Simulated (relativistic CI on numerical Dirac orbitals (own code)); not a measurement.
Rh10+: q coefficients and field-shift factors

Computed by Dirac-Coulomb-Breit CI, KLI orbitals optimised for each configuration, derivatives by finite differences, unscaled Slater integrals, QED left out (own radial code, finite nucleus).

Configuration list (outside the closed core [Ar] 3d10): 4s2 4p5, 4s 4p6, 4s2 4p4 4d, 4s 4p5 4d, 4s2 4p4 4f, 4s 4p5 4f. Double excitations out of closed p, d and f shells are left out; levels of such configurations are missing from the list, as are those of other unlisted configurations, and high levels can miss mixing partners.

With x = (α/α₀)² − 1 an excitation energy changes as ω = ω₀ + qx; K = 2q/ω₀ is the relative enhancement. Terms are leading LS components, so labels can repeat. The field-shift factor is F = δν/δ⟨r²⟩ for the transition from the lowest level.

Lowest level 4s2 4p5 2P°_3/2.

```csv
Level,ω₀ (cm⁻¹),q (cm⁻¹),F (GHz/fm²)
4s2 4p5 2P°_1/2,38520,41110,-0.741
4s 4p6 2S_1/2,301233,48730,-37.9
4s2 4p4 4d 4D_5/2,396384,12340,1.26
4s2 4p4 4d 4D_3/2,398205,11850,1.26
4s2 4p4 4d 4D_7/2,398620,15980,1.27
4s2 4p4 4d 4D_1/2,403369,16170,1.22
4s2 4p4 4d 4F_9/2,415616,10580,1.38
4s2 4p4 4d 4F_7/2,423637,9927,1.32
4s2 4p4 4d 2P_1/2,433144,32920,1.01
4s2 4p4 4d 2D_3/2,434309,15420,1.3
4s2 4p4 4d 4P_1/2,438612,20270,0.791
4s2 4p4 4d 4F_5/2,438904,34940,0.854
4s2 4p4 4d 4F_3/2,443004,33790,0.965
4s2 4p4 4d 2D_3/2,446993,36060,1
4s2 4p4 4d 4F_7/2,449943,41350,0.864
4s2 4p4 4d 4P_5/2,452141,24540,1.36
4s2 4p4 4d 2P_3/2,460637,48840,0.903
4s2 4p4 4d 2G_7/2,464962,42830,0.717
4s2 4p4 4d 2D_5/2,465200,46590,0.909
4s2 4p4 4d 2G_9/2,467193,48540,0.726
4s2 4p4 4d 2F_5/2,471004,44220,0.844
4s2 4p4 4d 2F_5/2,489185,38320,1.12
4s2 4p4 4d 2F_7/2,498689,45850,1.01
```

At this charge energies of transitions that change n are usually good to better than 1 %, and those within a shell (Δn = 0) to a few per cent.

Problem. Which transition from the lowest level has the largest |K|?

Solution. 4s2 4p5 2P°_1/2 at 38520 cm⁻¹, K = 2.13.
